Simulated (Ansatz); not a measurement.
Consider the ligand exchange at the Si–C bond: `F[SiH](F)C#C[SiH3]` + `C=C[SiH2]S` → `C=C[SiH2]S[SiH](F)F` + `C#C[SiH3]`.

Gas-phase electronic energies from Ansatz, PBE0-D4/def2-TZVP geometries. CBS: MP2 limit from def2 TZ/QZ plus the TZ coupled-cluster correction, frozen cores. DFT in def2-TZVPP. One conformer a species, not always the lowest.

CCSD(T)/CBS gives -0.33 eV.

**Question.** Another level gave -0.37 eV. Which?
A. MP2/def2-TZVPP
B. PBE-D4/def2-TZVPP
C. B2PLYP/def2-TZVPP
D. HF/def2-TZVPP

**Answer.** B. PBE-D4 -0.37, HF/def2-TZVPP -0.19, B2PLYP -0.25, MP2/def2-TZVPP -0.32 eV.

Largest T1 diagnostic among the species: 0.013.

In def2-TZVPP, CCSD(T) changes the Hartree–Fock value by −0.10 eV (the triples alone add −0.02 eV) and MP2 by −0.13 eV. The D4 term adds −0.13 eV with B3LYP and −0.07 eV with PBE0; it sums over pairs of atoms, weighted by their polarisabilities, and B3LYP, whose exchange is more repulsive, gets the larger term.

B3LYP here is the variant with VWN-RPA as its local correlation; programs differ in this.
